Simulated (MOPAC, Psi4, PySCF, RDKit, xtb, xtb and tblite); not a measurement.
Two geometries of C₄H₇NO₂Si, SMILES COC(=O)[SiH2]CC#N, relaxed at GFN2-xTB with one dihedral held; other torsions can differ between them too.

Structure A

```
15

C     -3.1362    -0.0580    -0.0784
O     -1.7927    -0.0149    -0.5550
C     -0.8211    -0.0255     0.3594
O     -1.0228    -0.0694     1.5481
Si     0.8856     0.0384    -0.5192
C      2.1750     0.1318     0.8933
C      3.5064     0.1593     0.3763
N      4.5635     0.1806    -0.0608
H     -3.3281    -1.0133     0.4138
H     -3.7750     0.0591    -0.9495
H     -3.3053     0.7480     0.6380
H      0.9274     1.2314    -1.3641
H      1.0462    -1.1847    -1.3055
H      2.0150     1.0289     1.4963
H      2.0733    -0.7311     1.5560
```

Structure B

```
15

C      0.6226    -3.7387    -2.4303
O      0.4719    -2.3995    -1.9614
C      0.0782    -2.1997    -0.6973
O     -0.5715    -2.9871    -0.0546
Si     1.0618    -0.7306     0.0416
C      2.5322    -1.6630     0.8679
C      3.0846    -2.6150    -0.0433
N      3.4960    -3.3763    -0.7924
H      1.6572    -4.0413    -2.2600
H      0.3965    -3.7407    -3.4947
H     -0.0578    -4.4038    -1.8959
H      0.3288    -0.0445     1.1026
H      1.5458     0.1160    -1.0436
H      3.3158    -0.9701     1.1781
H      2.1799    -2.2003     1.7515
```

Q: Which is lower in energy at the level B3LYP-D3(BJ)/def2-SVP // GFN2-xTB (Psi4), and by how much?

A: A is lower, by 16.45 kJ/mol (dihedral C1–O2–C3–Si5: 180° in A, 140° in B).

E(B) − E(A) in kJ/mol at the other levels, on the same two geometries: GFN2-xTB (xtb and tblite) 14.79; MMFF94 // GFN2-xTB (RDKit) 31.28; B3LYP/def2-SVP // GFN2-xTB (Psi4) 23.66; PBE/def2-SVP // GFN2-xTB (Psi4) 20.02; PBE-D3(BJ)/def2-SVP // GFN2-xTB (Psi4) 15.62; UFF // GFN2-xTB (RDKit) 28.99; PM3, restricted, heats of formation // GFN2-xTB (MOPAC) 36.93; PM6, restricted, heats of formation // GFN2-xTB (MOPAC) 22.74; GFN1-xTB // GFN2-xTB (xtb) 8.89; restricted B3LYP/6-31G*, spherical d, density fitting // GFN2-xTB (PySCF) 24.98; restricted M06-2X/6-31G*, spherical d, density fitting // GFN2-xTB (PySCF) 20.25; restricted BP86/6-31G*, spherical d, density fitting // GFN2-xTB (PySCF) 23.74; restricted Hartree-Fock/STO-3G // GFN2-xTB (PySCF) 34.19.
